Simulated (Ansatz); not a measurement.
Relaxation of H5Sn (6 atoms, charge 0, multiplicity 2), to a largest force component of 0.03 eV/Å in at most 50 steps.

Method: UKS r2SCAN/def2-SVP (Ansatz).

```xyz
6
Properties=species:S:1:pos:R:3:forces:R:3
Sn 0.001 0.000 -0.291 0.00 0.00 -0.06
H 0.000 0.000 2.653 0.00 0.00 -1.71
H 1.636 0.000 -0.844 -0.08 0.00 -0.02
H -0.817 1.417 -0.844 0.04 -0.07 -0.02
H -0.817 -1.417 -0.844 0.04 0.07 -0.02
H 0.000 0.000 3.371 0.00 0.00 1.84
```

Task: Where does it end, and by what steps?

Result: It converged. The force dipped under the threshold on the way, but the program's further checks kept it going. After 7 steps the energy has fallen by 0.077 eV; H6 moved furthest, 0.70 Å.

| step | energy less start (eV) | largest force component (eV/Å) | accepted |
| --- | --- | --- | --- |
| 0 | 0.0000 | 1.840 | yes |
| 1 | -0.0611 | 0.095 | yes |
| 2 | -0.0721 | 0.087 | yes |
| 3 | -0.0704 | 0.150 | no |
| 4 | -0.0731 | 0.016 | yes |
| 5 | -0.0753 | 0.016 | yes |
| 6 | -0.0767 | 0.007 | yes |
| 7 | -0.0770 | 0.003 | yes |

```xyz
6
Properties=species:S:1:pos:R:3
Sn 0.001 0.000 -0.612
H 0.000 0.000 3.308
H 1.624 0.000 -1.188
H -0.811 1.406 -1.187
H -0.811 -1.406 -1.187
H -0.001 0.000 4.067
```

Time of the run: 26 s on 1 thread of Arm Neoverse V1 (shared host), peak memory 0.14 GiB.
